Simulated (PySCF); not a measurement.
Computed shifts of a molecule C2H6F2Si2, PBE0/pcSseg-1 (PySCF), GIAO, gas phase, equivalent atoms averaged, in ppm (number of nuclei): ¹⁹F: -48.6 (1), -236.0 (1). ¹³C: 173.2 (1), 109.5 (1). ²⁹Si: -1.0 (1), -70.9 (1). ¹H: 7.14 (1), 5.85 (2), 4.49 (3). References: ¹⁹F against CFCl3 (σ = 167.2 ppm); ¹³C against TMS (σ = 186.3 ppm); ²⁹Si against TMS (σ = 352.7 ppm); ¹H against TMS (σ = 31.56 ppm), references at their B3LYP-D3(BJ)/def2-TZVP geometries, non-relativistic. Coordinates come from a TPSSh-D3(BJ)/def2-SVP optimisation. One conformer was computed; it need not be the lowest.

Task: Which structure fits?
A) F[SiH2]/C=C/[SiH2]F
B) F/C=C\[Si@H](F)[SiH3]
C) F/C=C(/[SiH3])[SiH2]F
D) F[C@H]1C[Si@@H](F)[SiH2]1

Result: C, F/C=C(/[SiH3])[SiH2]F
